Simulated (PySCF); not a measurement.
H2MoS4, SMILES [S]=[Mo](=[S])([SH])[SH], multiplicity 1.

Geometry: B3LYP-D3(BJ)/def2-SVP. The spin state was assumed, not searched. The structure was generated by enumeration; whether it is a known compound was not checked. The def2 effective core potentials stand for the cores of Mo; spin–orbit coupling is left out. One conformer was computed; it need not be the lowest.

Calculation: B3LYP-D3(BJ)/def2-SVP run with PySCF.

Frequencies are harmonic and unscaled.

| mode | ν (cm⁻¹) | IR (km/mol) | Raman (Å⁴/amu) | depolarisation | moving atoms (share of kinetic energy) |
|---|---|---|---|---|---|
| 1 | 121 | 0.8 | 9.0 | 0.75 | S 85 %, Mo 9 % |
| 2 | 132 | 0.8 | 10.9 | 0.74 | S 95 % |
| 3 | 133 | 0.7 | 3.8 | 0.75 | S 77 %, Mo 21 % |
| 4 | 144 | 0.5 | 5.2 | 0.75 | S 74 %, Mo 23 % |
| 5 | 171 | 0.8 | 7.9 | 0.74 | S 86 %, Mo 13 % |
| 6 | 296 | 21.0 | 8.6 | 0.73 | H 91 %, S 9 % |
| 7 | 312 | 46.6 | 0.0 | – | H 95 % |
| 8 | 383 | 5.1 | 25.7 | 0.04 | S 84 %, Mo 13 % |
| 9 | 404 | 46.2 | 3.8 | 0.75 | S 60 %, Mo 36 % |
| 10 | 560 | 72.8 | 18.5 | 0.75 | S 52 %, H 27 %, Mo 21 % |
| 11 | 560 | 22.5 | 33.2 | 0.08 | S 78 %, Mo 22 % |
| 12 | 612 | 3.5 | 17.0 | 0.46 | H 94 % |
| 13 | 639 | 5.9 | 4.8 | 0.75 | H 66 %, S 20 %, Mo 14 % |
| 14 | 2643 | 5.9 | 87.9 | 0.75 | H 97 % |
| 15 | 2643 | 2.7 | 177.4 | 0.13 | H 97 % |
